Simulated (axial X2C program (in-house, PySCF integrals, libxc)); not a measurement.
Low determinants of SeN⁻ at the PBE0 level, with spin–orbit coupling

Computed with an in-house relativistic program for diatomic molecules. Two-component (2c) means X2C with spin–orbit coupling and atomic mean-field two-electron Coulomb and Gaunt terms. Basis: Se dyall-acv3z [9s10p7d5f1g], N dyall-av3z [7s7p3d2f] (cores contracted in-house); Gaussian nuclei, density fitting, unrestricted open shells. Masses: Se 79.917 u, N 14.003 u.

Search at 1.745 Å (vertical energies from the lowest determinant):

| ΔE (eV) | state | electrons beyond evenly filled partner blocks | electrons in ±ω = 1/2, 3/2, 5/2, 7/2 |
| --- | --- | --- | --- |
| 0.00 | Ω = 1 | ω = -1/2, ω = 3/2 | 29 11 2 0 |
| 0.83 | Ω = 0 | none | 30 10 2 0 |
| 0.90 | Ω = 2 | ω = 1/2, ω = 3/2 | 29 11 2 0 |
| 0.98 | Ω = 0 | none | 28 12 2 0 |
| 2.72 | Ω = 1 | 2 × ω = 1/2 | 30 10 2 0 |
| 3.51 | Ω = 3 | 2 × ω = 3/2 | 28 12 2 0 |
| 3.60 | Ω = 3 | 2 × ω = 3/2 | 30 10 2 0 |

Lowest determinant, Ω = 1 (⟨Sz⟩ = 1.00, ⟨Lz⟩ = 0.00 at PBE0): Re = 1.742 Å, ωe = 772.7 cm⁻¹.

The determinant in row 2 of the search, Ω = 0 (closed shell), was followed along the bond at PBE0; measured from the minimum of the lowest determinant it gives:

Te = 0.817 eV (6590 cm⁻¹), Re = 1.718 Å, ωe = 827.5 cm⁻¹.

**Question.** Compare the bond of the determinant in row 2 with that of the lowest one.

**Answer.** At PBE0 its Re is 0.024 Å shorter and its force constant, which goes as ωe², is 1.15 times that of the lowest determinant. T0 ≈ Te + Δωe/2 = 6590 + (27) = 6617 cm⁻¹.

The search compares states at one distance, so a state with another bond length can lie lower; it is not exhaustive and yields mostly the lowest determinant of each block pattern, so other components and higher states of one pattern are missing. These are energies of single determinants, not of spin-adapted states; PBE0 term energies can be off by some tenths of an eV, and the functional has no current term. Open-shell Ω = 0 determinants with evenly filled partner blocks cannot be reached by this program, so the Ω shown need not be the lowest component. The lowest determinant need not be the ground state where others lie within half an eV. A closed-shell Ω = 0 row of a π² shell mixes the 0⁺ component of the triplet with ¹Σ⁺ and matches no level; 0⁺ can lie lowest. For an anion, determinants above electron detachment are held by the basis set. The highest occupied level of some functionals is positive through self-interaction error; at Hartree–Fock it is bound. Row 1 has a positive highest level at its minimum. Row 2 has a positive highest level at its minimum.
